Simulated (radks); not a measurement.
Question: The table gives one normalised radial function P(r) = r R(r) (large component) of Fe5+ in [Ar] 3d3 (r in bohr). Method: Dirac Kohn-Sham, PBE, spin-unpolarised, spherical densities, finite nucleus; open shells fill j = l - 1/2 first; Fermi nuclear charge, rms radius 3.7377 fm; computed with a radial shooting solver on a logarithmic mesh with Libxc functionals.

r           P
0.001936   0.0013
0.002442   0.0018
0.003104   0.0027
0.003914   0.0041
0.004936   0.0061
0.006275   0.0093
0.007914   0.0139
0.009981   0.0210
0.01259    0.0315
0.016      0.0477
0.02018    0.0706
0.02545    0.1034
0.03235    0.1509
0.0408     0.2128
0.05145    0.2922
0.06541    0.3907
0.08249    0.4936
0.104      0.5863
0.1312     0.6394
0.1668     0.6109
0.2103     0.4618
0.2652     0.1727
0.3372    -0.2494
0.4252    -0.6944
0.5363    -1.0533
0.6817    -1.2090
0.8597    -1.1073
1.084     -0.8233
1.367     -0.4899
1.738     -0.2190
2.192     -0.0733
2.765     -0.0166

Which n and l does it have? It may be an empty orbital.

Answer: n = 3, l = 1: the number of nodes gives n - l - 1 = 1, the rise at small r points to l (for j = l - 1/2 the large component starts outside the nucleus as r^gamma with gamma = sqrt(l^2 - (Z/c)^2) = 0.98 and the r^(l+1) term takes over further out; the orbital of l - 1 with the same j starts with the same power, but with a larger coefficient, and does not steepen), and the extent must fit the shell. The curve is that of 3p1/2; the two j differ most near the nucleus, where j = l - 1/2 has the larger amplitude, and in heavy atoms j = l - 1/2 is also the more compact. 3p1/2: eigenvalue -142.09 eV, 1 radial node at r = 0.295 bohr, <r> = 0.807 bohr, 90 % of the charge inside 1.23 bohr.
